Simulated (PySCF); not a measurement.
C4H4ClF, SMILES C(Cl)(C)=C=CF.

Geometry optimised at B3LYP-D3(BJ)/def2-SVP. This is a generated structure with no PubChem entry under its InChIKey; it may be hypothetical.

Two levels are set side by side: PBE/def2-TZVP (PySCF) and PBE0/def2-TZVP (PySCF). Same geometry, gas phase. Differences are taken from unrounded values.

```csv
quantity,PBE0
orbital gap (eV),6.97
highest occupied level (eV),-7.70
lowest empty level (eV),-0.73
dipole moment (D),2.04
mean polarisability (bohr³),65.1
```

Q: What does PBE give, and how far is it from PBE0? (An estimate is asked for; the answer gives what the named calculation found.)

A: 
| quantity | PBE | PBE minus PBE0 |
|---|---|---|
| orbital gap (eV) | 4.81 | -2.17 |
| highest occupied level (eV) | -6.50 | 1.20 |
| lowest empty level (eV) | -1.69 | -0.96 |
| dipole moment (D) | 1.92 | -0.11 |
| mean polarisability (bohr³) | 67.1 | 2.0 |

PBE's occupied levels lie high since its potential decays too fast outside the molecule; exact exchange lowers them and widens the gap. Loosely held outer electrons make PBE densities more polarisable. Differences between two approximate levels are no errors against the true value.

Rough cost on one machine, each run with all the roots and properties that it gave: PBE0 against PBE within a factor of 2.
